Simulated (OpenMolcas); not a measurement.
**Xe4+: effect of the basis set**

| Property | Result |
| --- | --- |
| Program | OpenMolcas 26.06 |
| Method | MS-CASPT2, IPEA 0.25 Eh, imaginary shift 0.1 Eh (closed shells correlated: 4d) |
| Active space | 4 electrons in 4 orbitals (5s 5p) |
| State averaging | 2S+1 = 3 even, 6 roots; 2S+1 = 1 even, 12 roots; 2S+1 = 5 odd, 1 root; 2S+1 = 3 odd, 9 roots; 2S+1 = 1 odd, 8 roots |
| Spin-orbit coupling | state interaction with AMFI integrals over the reference wave functions, term energies averaged over their components |

A. ANO-RCC-VDZP [6s5p3d1f], DKH2, point nucleus; CASPT2 step about 4 core-seconds
B. ANO-R1 [6s5p3d1f], X2C, finite nucleus; CASPT2 step roughly 4 core-seconds
C. ANO-RCC-VTZP [7s6p4d2f1g], DKH2, point nucleus; CASPT2 step about 6 core-seconds
D. ANO-R2 [7s6p4d2f1g], X2C, finite nucleus; CASPT2 step about 4 core-seconds
E. ANO-RCC-VQZP [8s7p5d3f2g], DKH2, point nucleus; CASPT2 step roughly 9 core-seconds
F. ANO-R3 [8s7p5d4f3g2h], X2C, finite nucleus; CASPT2 step roughly 24 core-seconds

Energies in cm-1 above 5s2 5p2 3P0, the measured ground level; measured values from Saloman, J. Phys. Chem. Ref. Data 33, 765 (2004).

```csv
Level,A,B,C,D,E,F,Measured
5s2 5p2 3P0,0.0,0.0,0.0,0.0,0.0,0.0,0.0
5s2 5p2 3P1,9070,8740,7960,8000,8000,7970,9292
5s2 5p2 3P2 [70 %],14440,14080,12610,12630,12580,12460,14127
5s2 5p2 1D2 [70 %],29430,28870,25850,25860,25720,25450,28411
5s2 5p2 1S0,46870,46630,43080,43040,42700,42290,44470
5s 5p3 5S* 2,89840,86430,89320,89470,90020,90730,92183
5s 5p3 3D* 1,115130,112290,111470,111420,111590,111540,115286
5s 5p3 3D* 2,115620,112710,111830,111800,111980,111950,116097
5s 5p3 3D* 3,118710,115690,114290,114290,114470,114400,119919
5s 5p3 3P* 0,135040,132260,131480,131300,131310,131250,133408
5s 5p3 3P* 1,135820,133010,132090,131910,131940,131860,134575
5s 5p3 3P* 2 [67 %],137470,134580,133340,133140,133020,133010,134703
5s 5p3 1D* 2,153880,151230,148720,148230,147590,147710,145807
5s 5p3 3S* 1 [70 %],154460,152270,151890,151140,151320,150910,155518
5s 5p3 1P* 1 [72 %],172390,170100,167510,166890,166860,166320,169673
5p4 3P2 [72 %],243090,236830,240740,239900,240550,240680,
5p4 3P0,254380,248030,251530,250640,251260,251250,
5p4 3P1,256270,249620,252870,252040,252750,252800,
5p4 1D2 [72 %],259070,252530,254250,253480,253960,254010,
5p4 1S0,288470,282100,283250,282250,282510,282060,
```

Deviations, from unrounded energies. A percentage is the sum of absolute deviations over the sum of measured energies, with the sign that they share, or ± where signs differ.

| Against measurement | Levels | A | B | C | D | E | F |
| --- | --- | --- | --- | --- | --- | --- | --- |
| mean absolute deviation (cm-1) | 14 | 1800 | 2300 | 2700 | 2800 | 2700 | 2800 |
| fine structure of the ground term (%) | 2 | ±2.3 | -2.6 | -12.1 | -11.9 | -12.1 | -12.8 |
| other terms of the ground configuration (%) | 2 | +4.7 | +3.6 | -5.4 | -5.5 | -6.1 | -7.1 |
| other configurations (%) | 10 | ±1.6 | ±2.1 | ±2.4 | ±2.5 | ±2.3 | ±2.4 |

A lies closest to measurement on these levels and F furthest from it. The largest miss of A in the table is 5s 5p3 1D* 2, by +8100 cm-1. The ranking rests on the paired levels alone, and a cruder setting can come out closer through cancelling errors.

The two smallest mean deviations differ by little beside CASPT2's spread within terms, so their order carries little weight.

Among A to F the level of the table that moves most is 5p4 3P1, by 6700 cm-1 (lowest in B, highest in A). Moves below CASPT2's spread within the term are not significant.

CASPT2 does not keep the components of a term degenerate, so their means are used; among the terms shown or strongly mixed into the levels shown the widest spread is 2500 cm-1 (5s 5p3 1D*, C). Over all roots computed the reference weight is 0.85 to 0.96 in A, 0.85 to 0.95 in B, 0.83 to 0.95 in C, 0.83 to 0.95 in D, 0.83 to 0.95 in E, 0.83 to 0.94 in F; the roots of lowest weight are the least certain, and an intruder state may touch them. Some levels mix across a computed gap that differs much from the measured one, so their mixing is not that of the real levels. Terms of s pⁿ other than that of highest spin mix with s² pⁿ⁻² d, which this space lacks; all of them can be thousands of cm-1 off, and some have no real level of that name. The basis is small and was not contracted for so high a charge (holds for A; B). Computed and measured levels are paired by configuration, term and J; levels that our copy of the source lacks, or whose pairing is in doubt (as where it misses far off the trend of its configuration), stay unpaired and out of the deviations. Levels of configurations outside the active space are missing.

A share in square brackets marks a mixed level and gives the weight of the term that names it, the lowest over the columns. * marks odd parity.
